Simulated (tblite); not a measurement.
Distances in Å between the heavy atoms of a computed structure (GFN2-xTB; lower triangle, same order across):
```
N1    0.00
C2    1.15  0.00
C3    2.54  1.39  0.00
C4    3.51  2.43  1.35  0.00
C5    4.83  3.70  2.37  1.45  0.00
C6    5.16  4.02  2.64  2.37  1.34  0.00
Si7   3.95  2.94  1.91  2.68  2.67  1.89  0.00
```

Hydrogens: 1 on C4, 1 on C5, 1 on C6, 2 on Si7.

Neutral, closed shell.

Task: Read off the bonds between heavy atoms and their formal orders.

Result: N1–C2 (triple); C2–C3 (single); C3–C4 (double); C4–C5 (single); C5–C6 (double); C6–Si7 (single); C3–Si7 (single).

Task: Which species is it?

Result: `N#CC1=CC=C[SiH2]1`, C5H5NSi. Among its features: nitrile, C=C double bond, Si–H bond and C–Si bond.

Task: Which rings does it hold (smallest set)?

Result: C3–C4–C5–C6–Si7 (5 members, 0.00 Å rms from planarity).

Task: Describe the place of each heavy atom.

Result: N1: nitrile nitrogen; C2: nitrile carbon; C3: fully substituted alkene carbon; C4: alkene CH carbon; C5: alkene CH carbon; C6: alkene CH carbon; Si7: SiH2 silicon.
